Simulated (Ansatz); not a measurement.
Species: sum formula SiN3H7, net charge 0, singlet state. 
Structure (B3LYP-D3(BJ)/def2-TZVP (Ansatz, an electronic-structure program) minimum search):
SMILES: [SiH](N)(N)N
```xyz
11

Si    -0.0661     0.0789     0.3259
N     -0.7343     1.3958    -0.5554
N     -0.7907    -1.3052    -0.3799
N      1.6148    -0.2844     0.3280
H     -0.3515     0.4241     1.7414
H     -0.7427     2.3227    -0.1611
H     -0.7094     1.4218    -1.5629
H     -0.4648    -2.2283    -0.1449
H     -1.7649    -1.2984    -0.6338
H      2.2392     0.1899     0.9603
H      2.0905    -0.5808    -0.5100
```

Total electronic energies in hartree. Valence correlation only, unless marked. Spin-orbit coupling is left out. Non-relativistic. Basis-set limits of correlation are two-point, X^-3; Hartree-Fock from the larger set (for Q and 5 zeta extrapolated as (X+1)exp(-9√X)).

```tsv
level	program	energy (Eh)
BLYP/def2-TZVPD	Ansatz	-458.08147
r2SCAN-D3(BJ)/def2-TZVPD	Ansatz + dftd3	-458.03015
B3LYP-D3(BJ)/def2-TZVPD	Ansatz + dftd3	-458.18889
PBE0/6-31G*	Ansatz	-457.70112
PBE0/def2-QZVPP	Ansatz	-457.85500
B2PLYP-D4/def2-TZVPD	Ansatz + dftd4	-457.89849
MP2/6-31G*	Ansatz	-456.99377
RI-MP2/cc-pV(T+d)Z	Ansatz	-457.32253
SCS-MP2/aug-cc-pV(T+d)Z	Ansatz	-457.34325
SCS-MP2/cc-pwCVTZ	Ansatz	-457.33429
CCSD/6-31G*	Ansatz	-457.03372
CCSD/cc-pVTZ	Ansatz	-457.34897
CCSD/CBS(aug-cc-pV(T+d)Z,aug-cc-pV(Q+d)Z)	Ansatz	-457.4568
CCSD(T)/cc-pVTZ	Ansatz	-457.37866
CCSD(T)/CBS(cc-pV(Q+d)Z,cc-pV(5+d)Z)	Ansatz	-457.4946
```

Totals of different functionals don't rank their quality; only differences between species are comparable.
